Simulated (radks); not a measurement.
Spherical quantum dot in the effective-mass picture: electrons in a parabolic well V = omega^2 r^2 / 2 with omega = 0.176, all in effective atomic units (hartree* = m*/eps^2 hartree, bohr* = eps/m* bohr), one dielectric constant everywhere. Calculated with a radial shooting solver with Libxc functionals: non-relativistic Kohn-Sham, PBE, spin-polarised, spherical densities. Levels are named by radial order and angular momentum (1s, 1p, 1d, 2s, ...), and open shells are averaged over m. Results are scaled to m* = 0.027 and eps = 13.2, for which hartree* = 4.217 meV and bohr* = 25.87 nm.

N = 5, configuration 1s2 1p(up 3, down 0). This is the lowest configuration that the search found. Occupied and some empty levels:

| level | occupation | eigenvalue (meV) | <r> (nm) |
|---|---|---|---|
| 1s up | 1 | 5.0895 | 99.43 |
| 1s down | 1 | 5.2470 | 92.39 |
| 1p up | 3 | 5.4592 | 117.3 |
| 1p down | 0 | 5.6730 | 116.2 |
| 1d up | 0 | 5.9284 | 131.8 |
| 1d down | 0 | 6.1503 | 133.3 |
| 2s up | 0 | 6.1636 | 115.2 |
| 2s down | 0 | 6.2453 | 117.0 |
| 1f up | 0 | 6.4622 | 144.6 |
| 1f down | 0 | 6.6715 | 147.3 |

Energy (meV): total 16.5374, kinetic 2.4568, external 6.4153, Hartree 11.231, exchange-correlation -3.5660.

Electron density:

| r (nm) | n(r) (e/nm^3) |
|---|---|
| 4.59 | 4.584e-07 |
| 21.9 | 4.737e-07 |
| 39.2 | 5.010e-07 |
| 56.5 | 5.231e-07 |
| 73.7 | 5.165e-07 |
| 91.0 | 4.637e-07 |
| 108 | 3.660e-07 |
| 126 | 2.462e-07 |
| 143 | 1.363e-07 |
| 160 | 6.162e-08 |
| 177 | 2.341e-08 |
| 195 | 7.539e-09 |
| 212 | 2.028e-09 |
| 229 | 4.549e-10 |
